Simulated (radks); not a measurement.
Initial-state core-level shifts of neutral lead when its valence configuration changes from [Hg] 6p2. Method: Dirac Kohn-Sham, PBE, spin-unpolarised, spherical densities, finite nucleus; open shells fill j = l - 1/2 first; Fermi nuclear charge, rms radius 5.5012 fm; computed with a radial shooting solver on a logarithmic mesh with Libxc functionals. Shifts are changes of the shell-averaged eigenvalues in eV (positive: less bound); the change of the density at the nucleus, which sets a Mossbauer isomer shift, is in e/bohr^3, on a base of 2.736e+06.

valence                          2s       3d       4d       5p  density at nucleus
[Xe] 4f14 5d10 6s1 6p3       -2.092   -2.099   -2.105   -2.101              -236.3
[Xe] 4f13 5d10 6s2 6p3      -21.682  -23.735  -19.619   -8.910              +318.6
[Xe] 4f14 5d10 6p4           -4.017   -4.030   -4.042   -4.029              -497.0
[Xe] 4f12 5d10 6s2 6p4      -44.227  -48.403  -39.738  -17.904              +651.1
[Xe] 4f14 5d9 6s2 6p3        -6.205   -6.162   -6.059   -5.434               +90.6
[Xe] 4f13 5d10 6p5          -25.479  -27.546  -23.436  -12.677              -252.7
[Xe] 4f13 5d9 6p6           -31.729  -33.732  -29.464  -17.896              -218.1
[Xe] 4f13 5d10 6s1 6p4      -23.636  -25.696  -21.583  -10.851               +44.0
[Xe] 4f13.5 5d10 6s2 6p2.5  -10.734  -11.752   -9.747   -4.446              +157.5
